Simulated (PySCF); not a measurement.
C₃H₂O, SMILES O=c1cc1. Atoms are numbered in the order given.

```xyz
6

O      0.0000     0.0000     1.5386
C      0.0000     0.0000     0.3380
C      0.0000     0.6738    -0.9322
C      0.0000    -0.6738    -0.9322
H      0.0000     1.5575    -1.5751
H      0.0000    -1.5575    -1.5751
```
Charge 0, spin multiplicity 1.

Geometry: B3LYP-D3(BJ)/def2-SVP.

These are M06-2X/def2-TZVPD (PySCF) values and carry that method's errors.

```yaml
total_energy: -190.64543 hartree
point_group: C2v
highest_occupied_level: -8.51 eV
lowest_empty_level: -0.35 eV
orbital_gap: 8.16 eV
dipole_moment: 0.911 e·Å
quadrupole, principal values (traceless, Buckingham form, about the centre of nuclear charge): -4.11, -0.36, 4.47 D·Å
mean_static_polarisability: 35.3 bohr³ (5.23 Å³)
polarisability_principal_values: 23.3, 36.8, 45.7 bohr³
```
